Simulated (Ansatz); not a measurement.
Geometry optimisation of TaSi₇.

```yaml
crystal:
  periodic: [false, false, false]
  atoms:
    - {symbol: Ta, position_ang: [-2.121450, 1.853060, -1.370860]}
    - {symbol: Si, position_ang: [-0.469610, 0.441340, -2.758240]}
    - {symbol: Si, position_ang: [0.856330, -0.275080, 2.430190]}
    - {symbol: Si, position_ang: [0.883120, -2.458780, 1.979130]}
    - {symbol: Si, position_ang: [-0.293790, 3.107740, -0.048440]}
    - {symbol: Si, position_ang: [0.064410, -1.325280, -1.511440]}
    - {symbol: Si, position_ang: [0.683090, -3.009090, -0.220340]}
    - {symbol: Si, position_ang: [0.397890, 1.666080, 1.500000]}
basis:
  gaussian: {orbitals: def2-SVP}
magnetization: {spin_polarized: true, initial_magnetization: 1}
hamiltonian: {xc: pbe, dispersion: d4}
scf: {lower_state_search: "off"}
output: {orbitals: {seedname: orbitals}}
relax: {f_tol: 0.03, max_steps: 70}
```

```sh
$ ansatz run in.yaml --threads 4 --pin off --events-out ev --progress --plain --max-ram 6963MiB
```

Shortened log:

```
Functional definition: PBE
mean field -56642.16283135 eV, -2081.5610906151 hartree, gradient 1.3e-6 eV, S^2 1.800351; 0 other end points of the search recorded, 0 dependent functions left out
relax step   1: F+E_penalty+E_count = -56642.93786417 eV  Δ(F+E_penalty+E_count) = +0.000e0 eV  max|allowed force component| = 2.027e0 eV/Å  Δτ_max = 0.0000 Å  (104 SCF iters, accepted)
mean field -56642.71472438 eV, -2081.5813723099 hartree, gradient 7.4e-6 eV, S^2 1.645097; 0 other end points of the search recorded, 0 dependent functions left out
relax step   2: F+E_penalty+E_count = -56643.50709357 eV  Δ(F+E_penalty+E_count) = -5.692e-1 eV  max|allowed force component| = 8.255e-1 eV/Å  Δτ_max = 0.1969 Å  (54 SCF iters, accepted)
mean field -56643.30689730 eV, -2081.6031342633 hartree, gradient 2.9e-6 eV, S^2 1.613416; 0 other end points of the search recorded, 0 dependent functions left out
relax step   3: F+E_penalty+E_count = -56644.09578499 eV  Δ(F+E_penalty+E_count) = -5.887e-1 eV  max|allowed force component| = 8.331e-1 eV/Å  Δτ_max = 0.1951 Å  (50 SCF iters, accepted)
mean field -56643.90865730 eV, -2081.6252485353 hartree, gradient 8.1e-6 eV, S^2 1.408520; 0 other end points of the search recorded, 0 dependent functions left out
relax step   4: F+E_penalty+E_count = -56644.70872794 eV  Δ(F+E_penalty+E_count) = -6.129e-1 eV  max|allowed force component| = 9.498e-1 eV/Å  Δτ_max = 0.1951 Å  (50 SCF iters, accepted)
mean field -56644.64677234 eV, -2081.6523737630 hartree, gradient 2.1e-6 eV, S^2 0.795309; 0 other end points of the search recorded, 0 dependent functions left out
relax step   5: F+E_penalty+E_count = -56645.39769835 eV  Δ(F+E_penalty+E_count) = -6.890e-1 eV  max|allowed force component| = 9.791e-1 eV/Å  Δτ_max = 0.1951 Å  (75 SCF iters, accepted)
mean field -56645.29895990 eV, -2081.6763412135 hartree, gradient 2.7e-6 eV, S^2 0.763388; 0 other end points of the search recorded, 0 dependent functions left out
relax step   6: F+E_penalty+E_count = -56646.06742886 eV  Δ(F+E_penalty+E_count) = -6.697e-1 eV  max|allowed force component| = 9.935e-1 eV/Å  Δτ_max = 0.1949 Å  (55 SCF iters, accepted)
mean field -56645.84581158 eV, -2081.6964376422 hartree, gradient 4.7e-6 eV, S^2 0.762121; 0 other end points of the search recorded, 0 dependent functions left out
relax step   7: F+E_penalty+E_count = -56646.59726169 eV  Δ(F+E_penalty+E_count) = -5.298e-1 eV  max|allowed force component| = 8.956e-1 eV/Å  Δτ_max = 0.1950 Å  (41 SCF iters, accepted)
mean field -56646.35791407 eV, -2081.7152570618 hartree, gradient 7.7e-6 eV, S^2 0.761728; 0 other end points of the search recorded, 0 dependent functions left out
relax step   8: F+E_penalty+E_count = -56647.08965985 eV  Δ(F+E_penalty+E_count) = -4.924e-1 eV  max|allowed force component| = 7.426e-1 eV/Å  Δτ_max = 0.1949 Å  (39 SCF iters, accepted)
mean field -56646.78838461 eV, -2081.7310765623 hartree, gradient 2.4e-6 eV, S^2 0.759898; 0 other end points of the search recorded, 0 dependent functions left out
relax step   9: F+E_penalty+E_count = -56647.47496597 eV  Δ(F+E_penalty+E_count) = -3.853e-1 eV  max|allowed force component| = 5.863e-1 eV/Å  Δτ_max = 0.1951 Å  (44 SCF iters, accepted)
mean field -56647.08645745 eV, -2081.7420305370 hartree, gradient 5.1e-6 eV, S^2 0.758418; 0 other end points of the search recorded, 0 dependent functions left out
relax step  10: F+E_penalty+E_count = -56647.77695849 eV  Δ(F+E_penalty+E_count) = -3.020e-1 eV  max|allowed force component| = 5.239e-1 eV/Å  Δτ_max = 0.1963 Å  (39 SCF iters, accepted)
mean field -56647.23571200 eV, -2081.7475155407 hartree, gradient 5.0e-6 eV, S^2 0.757896; 0 other end points of the search recorded, 0 dependent functions left out
relax step  11: F+E_penalty+E_count = -56647.93456634 eV  Δ(F+E_penalty+E_count) = -1.576e-1 eV  max|allowed force component| = 3.065e-1 eV/Å  Δτ_max = 0.1920 Å  (40 SCF iters, accepted)
mean field -56647.32356369 eV, -2081.7507440307 hartree, gradient 4.3e-6 eV, S^2 0.757780; 0 other end points of the search recorded, 0 dependent functions left out
relax step  12: F+E_penalty+E_count = -56648.03541800 eV  Δ(F+E_penalty+E_count) = -1.009e-1 eV  max|allowed force component| = 4.416e-1 eV/Å  Δτ_max = 0.1993 Å  (39 SCF iters, accepted)
mean field -56647.46411222 eV, -2081.7559090939 hartree, gradient 1.7e-6 eV, S^2 0.757339; 0 other end points of the search recorded, 0 dependent functions left out
relax step  13: F+E_penalty+E_count = -56648.17956150 eV  Δ(F+E_penalty+E_count) = -1.441e-1 eV  max|allowed force component| = 6.291e-1 eV/Å  Δτ_max = 0.1993 Å  (41 SCF iters, accepted)
mean field -56647.56190352 eV, -2081.7595028578 hartree, gradient 2.2e-6 eV, S^2 0.756504; 0 other end points of the search recorded, 0 dependent functions left out
relax step  14: F+E_penalty+E_count = -56648.29384381 eV  Δ(F+E_penalty+E_count) = -1.143e-1 eV  max|allowed force component| = 2.550e-1 eV/Å  Δτ_max = 0.1950 Å  (39 SCF iters, accepted)
mean field -56647.58355549 eV, -2081.7602985530 hartree, gradient 1.7e-6 eV, S^2 0.756391; 0 other end points of the search recorded, 0 dependent functions left out
relax step  15: F+E_penalty+E_count = -56648.31341078 eV  Δ(F+E_penalty+E_count) = -1.957e-2 eV  max|allowed force component| = 2.019e-1 eV/Å  Δτ_max = 0.1278 Å  (39 SCF iters, accepted)
mean field -56647.58697775 eV, -2081.7604243190 hartree, gradient 1.7e-6 eV, S^2 0.757411; 0 other end points of the search recorded, 0 dependent functions left out
relax step  16: F+E_penalty+E_count = -56648.32931624 eV  Δ(F+E_penalty+E_count) = -1.591e-2 eV  max|allowed force component| = 1.256e-1 eV/Å  Δτ_max = 0.1120 Å  (39 SCF iters, accepted)
mean field -56647.60539710 eV, -2081.7611012176 hartree, gradient 1.8e-6 eV, S^2 0.758289; 0 other end points of the search recorded, 0 dependent functions left out
relax step  17: F+E_penalty+E_count = -56648.34239803 eV  Δ(F+E_penalty+E_count) = -1.308e-2 eV  max|allowed force component| = 8.032e-2 eV/Å  Δτ_max = 0.0664 Å  (37 SCF iters, accepted)
mean field -56647.62215661 eV, -2081.7617171182 hartree, gradient 2.4e-6 eV, S^2 0.761259; 0 other end points of the search recorded, 0 dependent functions left out
relax step  18: F+E_penalty+E_count = -56648.35984773 eV  Δ(F+E_penalty+E_count) = -1.745e-2 eV  max|allowed force component| = 1.096e-1 eV/Å  Δτ_max = 0.1445 Å  (40 SCF iters, accepted)
mean field -56647.65011037 eV, -2081.7627443996 hartree, gradient 2.4e-6 eV, S^2 0.764515; 0 other end points of the search recorded, 0 dependent functions left out
relax step  19: F+E_penalty+E_count = -56648.39024305 eV  Δ(F+E_penalty+E_count) = -3.040e-2 eV  max|allowed force component| = 1.286e-1 eV/Å  Δτ_max = 0.1451 Å  (39 SCF iters, accepted)
mean field -56647.71949884 eV, -2081.7652943790 hartree, gradient 1.9e-6 eV, S^2 0.767511; 0 other end points of the search recorded, 0 dependent functions left out
relax step  20: F+E_penalty+E_count = -56648.45924823 eV  Δ(F+E_penalty+E_count) = -6.901e-2 eV  max|allowed force component| = 2.017e-1 eV/Å  Δτ_max = 0.1946 Å  (39 SCF iters, accepted)
mean field -56647.83503930 eV, -2081.7695404126 hartree, gradient 2.1e-6 eV, S^2 0.768879; 0 other end points of the search recorded, 0 dependent functions left out
relax step  21: F+E_penalty+E_count = -56648.55939090 eV  Δ(F+E_penalty+E_count) = -1.001e-1 eV  max|allowed force component| = 3.480e-1 eV/Å  Δτ_max = 0.1949 Å  (40 SCF iters, accepted)
mean field -56647.93432968 eV, -2081.7731892669 hartree, gradient 1.7e-6 eV, S^2 0.770962; 0 other end points of the search recorded, 0 dependent functions left out
relax step  22: F+E_penalty+E_count = -56648.65881874 eV  Δ(F+E_penalty+E_count) = -9.943e-2 eV  max|allowed force component| = 1.304e-1 eV/Å  Δτ_max = 0.1664 Å  (41 SCF iters, accepted)
mean field -56647.95705104 eV, -2081.7740242614 hartree, gradient 2.2e-6 eV, S^2 0.769488; 0 other end points of the search recorded, 0 dependent functions left out
relax step  23: F+E_penalty+E_count = -56648.68254711 eV  Δ(F+E_penalty+E_count) = -2.373e-2 eV  max|allowed force component| = 1.439e-1 eV/Å  Δτ_max = 0.0903 Å  (40 SCF iters, accepted)
mean field -56647.97960214 eV, -2081.7748529989 hartree, gradient 2.4e-6 eV, S^2 0.767251; 0 other end points of the search recorded, 0 dependent functions left out
relax step  24: F+E_penalty+E_count = -56648.70863855 eV  Δ(F+E_penalty+E_count) = -2.609e-2 eV  max|allowed force component| = 2.206e-1 eV/Å  Δτ_max = 0.1209 Å  (42 SCF iters, accepted)
mean field -56647.99356228 eV, -2081.7753660245 hartree, gradient 2.8e-6 eV, S^2 0.770291; 0 other end points of the search recorded, 0 dependent functions left out
relax step  25: F+E_penalty+E_count = -56648.72094328 eV  Δ(F+E_penalty+E_count) = -1.230e-2 eV  max|allowed force component| = 3.634e-1 eV/Å  Δτ_max = 0.1964 Å  (41 SCF iters, accepted)
mean field -56648.01644082 eV, -2081.7762067954 hartree, gradient 8.4e-6 eV, S^2 0.768254; 0 other end points of the search recorded, 0 dependent functions left out
relax step  26: F+E_penalty+E_count = -56648.74450045 eV  Δ(F+E_penalty+E_count) = -2.356e-2 eV  max|allowed force component| = 8.985e-2 eV/Å  Δτ_max = 0.0609 Å  (34 SCF iters, accepted)
mean field -56647.94453154 eV, -2081.7735641780 hartree, gradient 8.5e-6 eV, S^2 0.770951; 0 other end points of the search recorded, 0 dependent functions left out
relax step  27: F+E_penalty+E_count = -56648.67744607 eV  Δ(F+E_penalty+E_count) = +6.705e-2 eV  max|allowed force component| = 3.756e-1 eV/Å  Δτ_max = 0.2000 Å  (37 SCF iters, rejected (line search))
mean field -56648.02392673 eV, -2081.7764818974 hartree, gradient 2.9e-6 eV, S^2 0.769336; 0 other end points of the search recorded, 0 dependent functions left out
relax step  28: F+E_penalty+E_count = -56648.75132860 eV  Δ(F+E_penalty+E_count) = -6.828e-3 eV  max|allowed force component| = 6.197e-2 eV/Å  Δτ_max = 0.0641 Å  (35 SCF iters, accepted)
mean field -56648.02252445 eV, -2081.7764303646 hartree, gradient 1.9e-6 eV, S^2 0.769758; 0 other end points of the search recorded, 0 dependent functions left out
relax step  29: F+E_penalty+E_count = -56648.75260955 eV  Δ(F+E_penalty+E_count) = -1.281e-3 eV  max|allowed force component| = 4.303e-2 eV/Å  Δτ_max = 0.0359 Å  (34 SCF iters, accepted)
mean field -56648.02365110 eV, -2081.7764717683 hartree, gradient 3.9e-6 eV, S^2 0.769679; 0 other end points of the search recorded, 0 dependent functions left out
relax step  30: F+E_penalty+E_count = -56648.75294923 eV  Δ(F+E_penalty+E_count) = -3.397e-4 eV  max|allowed force component| = 1.376e-2 eV/Å  Δτ_max = 0.0120 Å  (30 SCF iters, accepted)
Total energy: -56648.75299316 eV, -2081.8032745948 hartree
Atom 0 at    -1.918844     1.592404    -1.082262 Å, force     0.013756    -0.010757     0.009784 eV/Å
Atom 1 at     0.072152     1.093356    -2.459894 Å, force     0.005027    -0.000726     0.004469 eV/Å
Atom 2 at     1.002799    -0.273381     1.111342 Å, force    -0.010317    -0.002974    -0.011030 eV/Å
Atom 3 at     1.743036    -2.275308     1.920762 Å, force    -0.005576    -0.001476    -0.005665 eV/Å
Atom 4 at     0.725795     1.683623    -0.233581 Å, force    -0.009581     0.003329    -0.010754 eV/Å
Atom 5 at    -0.638732    -0.485893    -0.692032 Å, force     0.002965     0.010680     0.001442 eV/Å
Atom 6 at     0.228981    -2.501554     0.201032 Å, force     0.007662    -0.004648     0.006810 eV/Å
Atom 7 at    -1.215197     1.166743     1.234633 Å, force    -0.003935     0.006573     0.004944 eV/Å
Dipole moment:    -0.775200     0.636943    -0.351092 e Å
Checks for a lower state left out: stability, starts, cluster_reference, orbital_swaps, neighbouring_geometries, increment
```

Hardware: 4 threads of Arm Neoverse V1 on a shared host. Wall time 3 min.

In the def2 sets Ta takes a core potential; there is no spin–orbit coupling. The structure comes from a short search, and lower isomers may exist.
